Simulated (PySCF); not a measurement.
WOSFCl, SMILES [O]=[W]([F])(=[S])[Cl], multiplicity 1.

Geometry: B3LYP-D3(BJ)/def2-SVP. The multiplicity is an assumed one; no other spin state was optimised. The structure was generated by enumeration; whether it is a known compound was not checked. The def2 effective core potentials stand for the cores of W; spin–orbit coupling is left out.

Level of theory: TDDFT-PBE/def2-SVPD in PySCF.

Vertical excitations. Gas-phase values at a fixed geometry.

```csv
state,energy (eV),λ (nm),f,main pairs
S1,3.20,387,0.006,HOMO→LUMO 93 %
S2,3.31,374,0.001,HOMO→LUMO+1 96 %
S3,3.77,329,0.006,HOMO−1→LUMO 92 %
S4,4.28,290,0.004,"HOMO→LUMO+2 74 %, HOMO−1→LUMO+1 20 %"
S5,4.45,279,0.013,"HOMO−1→LUMO+1 41 %, HOMO→LUMO+2 20 %, HOMO−2→LUMO 18 %, HOMO→LUMO+3 12 %"
S6,4.76,260,0.002,HOMO−3→LUMO 90 %
S7,4.83,257,0.005,"HOMO−1→LUMO+2 47 %, HOMO−2→LUMO 37 %"
S8,4.95,250,0.002,"HOMO→LUMO+3 28 %, HOMO−1→LUMO+2 25 %, HOMO−3→LUMO+1 24 %, HOMO−2→LUMO+1 15 %"
S9,5.00,248,0.002,"HOMO−2→LUMO+1 75 %, HOMO→LUMO+3 17 %"
S10,5.12,242,0.010,"HOMO−3→LUMO+1 60 %, HOMO−2→LUMO 11 %"
T1,2.75,451,0,HOMO→LUMO 96 %
T2,2.99,414,0,HOMO→LUMO+1 95 %
T3,3.30,376,0,"HOMO−1→LUMO+1 82 %, HOMO−1→LUMO 13 %"
T4,3.46,358,0,"HOMO−1→LUMO 81 %, HOMO−1→LUMO+1 14 %"
```
Triplets are in the Tamm–Dancoff approximation, which puts them higher than full response would, so one can lie above its singlet here.
